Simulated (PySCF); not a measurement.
# Working with the constants of MgGa⁺

RHF-CCSD(T) constants of MgGa⁺, ¹Σ⁺ (singlet), closed shell (basis Mg def2-SVPD, Ga def2-SVPD; no relativity; PySCF 2.14; masses 23.9850 and 68.9256 u):

| Quantity | Value |
| --- | --- |
| ωe | 149.8 cm⁻¹ |
| ωexe | 0.83 cm⁻¹ |
| Be | 0.095717 cm⁻¹ |
| αe | 0.000766 cm⁻¹ |
| D (centrifugal) | 1.56e-07 cm⁻¹ |
| De to Mg + Ga⁺ | 0.82 eV |

Q: Estimate the standard entropy (1 bar) and heat capacity of the ideal gas at 1000 K, rigid rotor with B0 and harmonic oscillator at the fundamental.

A: Translation (Sackur–Tetrode, M = 92.91 u): 190.5 J/(mol K). Rotation: q = kT/(σB0) = 7290 with σ = 1, 82.3. Vibration: x = hcν0/kT = 0.213, 21.18. S° = 294.0 J/(mol K); Cp = 7R/2 + 8.28 = 37.4 J/(mol K).

Correlated steps freeze 10 core orbitals. Correlated levels converge slowly with the basis: in double zeta they bind strong bonds too weakly, by up to about 1 eV, and carry superposition errors of some tenths. For an ion De counts to the pair picked by the measured ionisation energies or electron affinities, which need not be the lowest pair at this level.
